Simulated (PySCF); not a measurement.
Species: C5H8F3PS.
SMILES: `C/C=C/[P@@](C)(=S)C(F)(F)F`

Torsions of this conformer, `[CH3:1]/[CH:2]=[CH:3]/[P@@:4]([CH3:5])(=[S:6])[C:7]([F:8])([F:9])[F:10]`: C2–C3–P4–C5 -131°, C3–P4–C7–F8 172°.

The closed-shell ground state was solved at several levels (PySCF, density fitting, gas phase, non-relativistic). The structure is a single PBE0-D3(BJ)/def2-SVP conformer in the gas phase; no vibrational or solvent corrections.

```tsv
level	basis functions	HOMO (eV)	LUMO (eV)	gap (eV)	dipole (D)
KT2/pcSseg-1	224	-5.76	-1.94	3.82	4.23
B3LYP/def2-SVPD	284	-6.61	-1.26	5.35	4.54
```

(1) What might PBE0/pcSseg-1 (224 basis functions) give for the same quantities?

(2) Over all these levels, which gives the widest orbital gap and which the narrowest?

(3) How far do the dipole and the HOMO energy spread over the levels?

Results:

(1) HOMO -6.86 eV, LUMO -1.01 eV, gap 5.85 eV, dipole 4.49 D.

(2) PBE0/pcSseg-1 (global hybrid, 25 % exact exchange) has the widest, 5.85 eV, and KT2/pcSseg-1 (GGA) the narrowest, 3.82 eV. The two share the basis. From the narrowest to the widest the HOMO moves by -1.10 eV and the LUMO by +0.93 eV.

(3) The dipole runs from 4.23 to 4.54 D (mean 4.42 D) and the HOMO from -6.86 to -5.76 eV.
